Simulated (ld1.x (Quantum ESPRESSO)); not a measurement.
**Configuration tests for B (Z = 5) (PAW)**

- Element: boron
- Generator: ld1.x (Quantum ESPRESSO) 7.5
- Type: PAW
- Functional: PBE
- Relativity: scalar-relativistic
- Frozen core: [He]
- Valence charge: 3
- Reference configuration: 2s2 2p1
- Partial waves: 2s (bound): rcut 1.10, rcutus 1.30 bohr; 2s channel at 1.2 Ry: rcut 1.10, rcutus 1.30 bohr; 2p (bound): rcut 4.40, rcutus 4.70 bohr; 2p channel at 1.15 Ry: rcut 4.40, rcutus 4.70 bohr
- Local potential: all-electron potential smoothed inside 2.50 bohr (lloc = -1)
- Core correction: Bessel-smoothed model core inside 1.00 bohr
- Augmentation charge: PSQ, inside the norm-conserving radii

Energies are relative to the spin-unpolarised reference configuration 2s2 2p1; without spin polarisation the order of configurations can differ from experiment.

```csv
valence configuration,charge,ΔE all-electron (eV),error AE − PS (meV)
2s2 2p0,+1,8.220,+0.2
2s1 2p0,+2,33.642,-9.3
2s1 2p2,0,5.851,+2.6
2s0 2p3,0,11.721,-2.7
2s1 2p1,+1,14.361,+16
2s2 2p1.3,-0.3,-0.738,-0.6
```

Task: What are ΔE and the potential's error for 2s2 2p0.5?

Result: ΔE = 2.887 eV all-electron; the error (AE − PS) is 0.0 meV.

Levels in the configuration 2s1 2p2:

```tsv
level	all-electron (eV)	pseudo (eV)
2s	-9.921	-9.907
2p	-4.058	-4.047
```
